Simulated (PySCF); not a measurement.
## Unknowns

[PySCF 2.14: NMR shieldings at PBE0/pcSseg-1/GIAO; coordinates at the GFN2-xTB level; single conformer; in vacuum; equivalent nuclei averaged; relativity neglected]

Chemical shifts δ = σref − σ; TMS for 1H (σ = 31.72 ppm), 13C (σ = 186.93 ppm), all at this level. Splittings of carbon signals by F and P are missing where no couplings were computed. Where no couplings were computed, multiplicities follow the n + 1 count of equivalent neighbours, and m marks all less simple cases (inequivalent or close neighbours, rings, F or P nearby). Shifts are as computed. Against solution values, carbons near 30 ppm lie about +3 ppm off and those near 130 ppm about +5 ppm (rms about the fit 2.1 ppm; single classes can miss by 10 ppm). Of 1328 compounds with measured shifts, 309 miss one by over three times the rms of a fit or turn the order of signals round; such compounds aren't used in these exercises. Signals without a measured value on file couldn't be tested in this way; 1H shifts scatter by 0.2 ppm about their fit, and single ones miss by 0.5 ppm.

Q: C$_{6}$H$_{6}$F$_{2}$O. 1H NMR (400 MHz, computed): δ 6.74 (m, 2H), 6.66 (m, 2H), 6.63 (m, 1H), 5.11 (m, 1H). 13C{1H} NMR (computed): δ 142.2, 140.9, 124.8, 85.7. Give a structure.

A: SMILES C1=CC=CC1OC(F)F. Rings plus π bonds: 3 (1 ring in the answer). 4 carbon signals for 6 carbons: some carbons are equivalent by symmetry or fast rotation. Carbon types of the structure: 6 × CH, which accounts for all hydrogens. δC 142.2, 140.9: alkene CH; as expected for a trigonal carbon in a double bond. δC 124.8: sp3 CH bonded to 2 F and O; 3 electronegative neighbours deshield it. δC 85.7: allylic sp3 CH bonded to O; the inductive effect lowers its shielding. δH 6.63: hydrogen on an sp3 CH bonded to 2 F and O; its carbon carries F and O, an electronegative neighbour.

This is the structure that produced the data.

Q: C$_{4}$H$_{8}$O$_{4}$Si. 1H NMR (400 MHz, computed): δ 5.32 (s, 2H), 2.18 (s, 6H). 13C{1H} NMR (computed): δ 177.4 (C), 24.0 (CH3). Identify the compound.

A: `CC(=O)O[SiH2]OC(C)=O`. The formula gives 2 degrees of unsaturation (no ring in the answer). 2 carbon signals for 4 carbons: some carbons are equivalent by symmetry or fast rotation. Carbon types of the structure: 2 × C, 2 × CH3, leaving 2 H on heteroatoms. δC 177.4: carbonyl carbon. δC 24.0: methyl carbon α to a carbonyl; the adjacent C=O deshields it moderately. δH 5.32: hydrogen on a silicon bonded to 2 O. δH 2.18: hydrogen on a methyl carbon α to a carbonyl; α to C=O.

The data come from this structure; uniqueness wasn't tested.
